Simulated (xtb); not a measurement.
I₃In, charge -1, doublet, at a GFN2-xTB geometry (such geometries of metal compounds can be far from the true shape) (a state made from the parent by changing its charge; the spin is typed, not shown lowest), atoms displaced at random by about 0.06 Å a coordinate; xtb with GFN2-xTB.

The xtb input:
```
$ xtb mol.xyz --gfn 2 --chrg -1 --uhf 1 --ohess --json

# file mol.xyz
4

In     0.19640586     0.47620765     0.36066807
I      2.49534051    -0.65839190    -0.89899833
I     -0.86583867    -1.34066327     2.08792828
I     -1.75858402     1.39333675    -1.50160640
```

Output, abridged:

```
   ID    Z sym.   atoms
    1   49 In     1
    2   53 I      2-4

           -------------------------------------------------
          |                Calculation Setup                |
           -------------------------------------------------

           -------------------------------------------------
          |                 G F N 2 - x T B                 |
           -------------------------------------------------

          ...................................................
          :                      SETUP                      :
          :.................................................:
          :  # basis functions                  40          :
          :  # atomic orbitals                  36          :
          :  # shells                           12          :
          :  # electrons                        25          :
          :  max. iterations                   250          :
          :  Hamiltonian                  GFN2-xTB          :
          :  restarted?                      false          :
          :  GBSA solvation                  false          :
          :  PC potential                    false          :
          :  electronic temp.          300.0000000     K    :
          :  accuracy                    1.0000000          :
          :  -> integral cutoff          0.2500000E+02      :
          :  -> integral neglect         0.1000000E-07      :
          :  -> SCF convergence          0.1000000E-05 Eh   :
          :  -> wf. convergence          0.1000000E-03 e    :
          :  Broyden damping             0.4000000          :
          :  net charge                         -1          :
          :  unpaired electrons                  1          :
          ...................................................

 iter      E             dE          RMSdq      gap      omega  full diag
   1    -12.9635251 -0.129635E+02  0.250E+01    5.73       0.0  T
   2    -13.0997793 -0.136254E+00  0.507E+00    6.31       1.0  T
   3    -13.1284051 -0.286258E-01  0.613E+00    6.19       1.0  T
   4    -13.1327732 -0.436802E-02  0.153E+00    6.20       1.0  T
   5    -13.1328776 -0.104448E-03  0.117E+00    6.22       1.0  T
   6    -13.1329801 -0.102486E-03  0.408E-01    6.25       1.0  T
   7    -13.1329880 -0.786658E-05  0.222E-01    6.25       1.0  T
   8    -13.1329942 -0.623736E-05  0.677E-02    6.25       1.0  T
   9    -13.1329946 -0.382030E-06  0.117E-02    6.24       4.3  T
  10    -13.1329946 -0.155374E-07  0.893E-03    6.24       5.6  T
  11    -13.1329946 -0.151006E-07  0.369E-03    6.24      13.5  T
  12    -13.1329946 -0.280044E-08  0.221E-03    6.24      22.6  T
  13    -13.1329946 -0.548763E-09  0.784E-04    6.24      63.7  T
  14    -13.1329946 -0.115996E-09  0.287E-04    6.24     174.5  T

   *** convergence criteria satisfied after 14 iterations ***

         :::::::::::::::::::::::::::::::::::::::::::::::::::::
         ::                     SUMMARY                     ::
         :::::::::::::::::::::::::::::::::::::::::::::::::::::
         :: total energy             -13.123543416965 Eh    ::
         :: gradient norm              0.034197047998 Eh/a0 ::
         :: HOMO-LUMO gap              6.244888882053 eV    ::
         ::.................................................::
         :: SCC energy               -13.132991268650 Eh    ::
         :: -> isotropic ES            0.097078386152 Eh    ::
         :: -> anisotropic ES         -0.005303692273 Eh    ::
         :: -> anisotropic XC         -0.015994002898 Eh    ::
         :: -> dispersion             -0.005694997857 Eh    ::
         :: repulsion energy           0.009447851685 Eh    ::
         :: add. restraining           0.000000000000 Eh    ::
         :: total charge              -1.000000000000 e     ::
         :::::::::::::::::::::::::::::::::::::::::::::::::::::

      -----------------------------------------------------------
     |                   =====================                   |
     |                        A N C O P T                        |
     |                   =====================                   |
     |               Approximate Normal Coordinate               |
     |                Rational Function Optimizer                |
      -----------------------------------------------------------
      -----------------------------------------------------------
     |                   =====================                   |
     |                        A N C O P T                        |
     |                   =====================                   |
     |               Approximate Normal Coordinate               |
     |                Rational Function Optimizer                |
      -----------------------------------------------------------

          ...................................................
          :                      SETUP                      :
          :.................................................:
          :   optimization level            normal          :
          :   max. optcycles                   200          :
          :   ANC micro-cycles                  20          :
          :   degrees of freedom                 6          :
          :.................................................:
          :   RF solver                   davidson          :
          :   write xtbopt.log                true          :
          :   linear?                        false          :
          :   energy convergence         0.5000000E-05 Eh   :
          :   grad. convergence          0.1000000E-02 Eh/α :
          :   maxmium RF displ.          1.0000000          :
          :   Hlow (freq-cutoff)         0.1000000E-01      :
          :   Hmax (freq-cutoff)         5.0000000          :
          :   S6 in model hess.         20.0000000          :
          ...................................................

generating ANC from exact Hessian ...
Using Lindh-Hessian (1995)
[...]
 * total energy  :   -13.1235434 Eh     change       -0.1535128E-10 Eh
 * total energy  :   -13.1220497 Eh     change        0.1493700E-02 Eh
 * total energy  :   -13.1264903 Eh     change       -0.4440577E-02 Eh
 * total energy  :   -13.1261586 Eh     change        0.3316666E-03 Eh
 * total energy  :   -13.1274087 Eh     change       -0.1250050E-02 Eh
 * total energy  :   -13.1273787 Eh     change        0.2998355E-04 Eh
 * total energy  :   -13.1275862 Eh     change       -0.2075410E-03 Eh
 * total energy  :   -13.1275411 Eh     change        0.4509389E-04 Eh
 * total energy  :   -13.1275848 Eh     change       -0.4364964E-04 Eh
 * total energy  :   -13.1275888 Eh     change       -0.4055103E-05 Eh
   *** GEOMETRY OPTIMIZATION CONVERGED AFTER 10 ITERATIONS ***
         :: total energy             -13.127588846107 Eh    ::
[...]
 Mol. C8AA /au·bohr⁸  :     607399.961539
 Mol. α(0) /au        :        135.873099

Wiberg/Mayer (AO) data.
largest (>0.10) Wiberg bond orders for each atom

 ---------------------------------------------------------------------------
     #   Z sym  total        # sym  WBO       # sym  WBO       # sym  WBO
 ---------------------------------------------------------------------------
     1  49 In   2.511 --     2 I    0.839     3 I    0.837     4 I    0.835
     2  53 I    1.020 --     1 In   0.839
     3  53 I    1.018 --     1 In   0.837
     4  53 I    1.016 --     1 In   0.835
 ---------------------------------------------------------------------------

Topologies differ in total number of bonds
Writing topology from bond orders to xtbtopo.mol

molecular dipole:
                 x           y           z       tot (Debye)
 q only:        0.149       0.503       0.278
   full:        0.445       1.271       0.794       3.972
molecular quadrupole (traceless):
                xx          xy          yy          xz          yz          zz
 q only:       -4.954       5.056       5.990       3.385       8.772      -1.036
  q+dip:       -9.707       9.905      11.693       6.703      17.138      -1.986
   full:      -10.277      10.480      12.382       7.093      18.133      -2.105

           -------------------------------------------------
          |               Frequency Printout                |
           -------------------------------------------------
 projected vibrational frequencies (cm⁻¹)
eigval :       -0.00    -0.00     0.00     0.00     0.00     0.00
eigval :       35.48    35.67    39.74   132.69   157.18   158.24
 reduced masses (amu)
   1:125.50   2:124.34   3:125.93   4:126.45   5:124.74   6:125.05   7:125.74   8:125.74
   9:122.24  10:122.28  11:119.29  12:119.29
 IR intensities (km·mol⁻¹)
   1:  2.07   2:  1.07   3:  0.68   4:  0.90   5:  1.28   6:  0.75   7:  1.29   8:  1.30
   9:  4.21  10:  5.53  11: 20.34  12: 20.39
 Raman intensities (Ä⁴*amu⁻¹)
   1:  0.00   2:  0.00   3:  0.00   4:  0.00   5:  0.00   6:  0.00   7:  0.00   8:  0.00
   9:  0.00  10:  0.00  11:  0.00  12:  0.00
 output can be read by thermo (or use thermo option).
 writing <g98.out> molden fake output.
 recommended (thermochemical) frequency scaling factor: 1.0
           -------------------------------------------------
          |             Thermodynamic Functions             |
           -------------------------------------------------

c3v symmetry found (for desy threshold:  0.10E+00) used in thermo

          ...................................................
          :                      SETUP                      :
          :.................................................:
          :  # frequencies                           6      :
          :  # imaginary freq.                       0      :
          :  linear?                             false      :
          :  only rotor calc.                    false      :
          :  symmetry                              c3v      :
          :  rotational number                       3      :
          :  scaling factor                  1.0000000      :
          :  rotor cutoff                   50.0000000 cm⁻¹ :
          :  imag. cutoff                  -20.0000000 cm⁻¹ :
          :.................................................:

    mode    ω/cm⁻¹     T·S(HO)/kcal·mol⁻¹    T·S(FR)/kcal·mol⁻¹   T·S(vib)
   ------------------------------------------------------------------------
       1     35.48    -1.63887 ( 20.22%)    -1.15812 ( 79.78%)    -1.25534
       2     35.67    -1.63575 ( 20.57%)    -1.15656 ( 79.43%)    -1.25511
       3     39.74    -1.57186 ( 28.52%)    -1.12453 ( 71.48%)    -1.25211
       4    132.69    -0.86662 ( 98.02%)    -0.76740 (  1.98%)    -0.86466
       5    157.18    -0.77024 ( 98.99%)    -0.71722 (  1.01%)    -0.76970
       6    158.24    -0.76645 ( 99.01%)    -0.71523 (  0.99%)    -0.76594
   ------------------------------------------------------------------------

   temp. (K)  partition function   enthalpy   heat capacity  entropy
                                   cal/mol     cal/K/mol   cal/K/mol   J/K/mol
 298.15  VIB  0.172E+04             2837.339      9.338     20.671
         ROT  0.202E+07              888.752      2.981     31.837
         INT  0.347E+10             3726.092     12.319     52.508
         TR   0.107E+29             1481.254      4.968     44.468
         TOT                        5207.3456    17.2874    96.9766   405.7501

       T/K    H(0)-H(T)+PV         H(T)/Eh          T*S/Eh         G(T)/Eh
   ------------------------------------------------------------------------
    298.15    0.829843E-02    0.957193E-02    0.460767E-01   -0.365048E-01
   ------------------------------------------------------------------------

         :::::::::::::::::::::::::::::::::::::::::::::::::::::
         ::                  THERMODYNAMIC                  ::
         :::::::::::::::::::::::::::::::::::::::::::::::::::::
         :: total free energy         -13.164093623458 Eh   ::
         ::.................................................::
         :: total energy              -13.127588846107 Eh   ::
         :: zero point energy           0.001273500210 Eh   ::
         :: G(RRHO) w/o ZPVE           -0.037778277560 Eh   ::
         :: G(RRHO) contrib.           -0.036504777350 Eh   ::
         :::::::::::::::::::::::::::::::::::::::::::::::::::::

optimized geometry written to: xtbopt.xyz

           -------------------------------------------------
          | TOTAL ENERGY              -13.127588846107 Eh   |
          | TOTAL ENTHALPY            -13.118016912414 Eh   |
          | TOTAL FREE ENERGY         -13.164093623458 Eh   |
          | GRADIENT NORM               0.000515177120 Eh/α |
          | HOMO-LUMO GAP               6.557927511452 eV   |
           -------------------------------------------------

normal termination of xtb
```
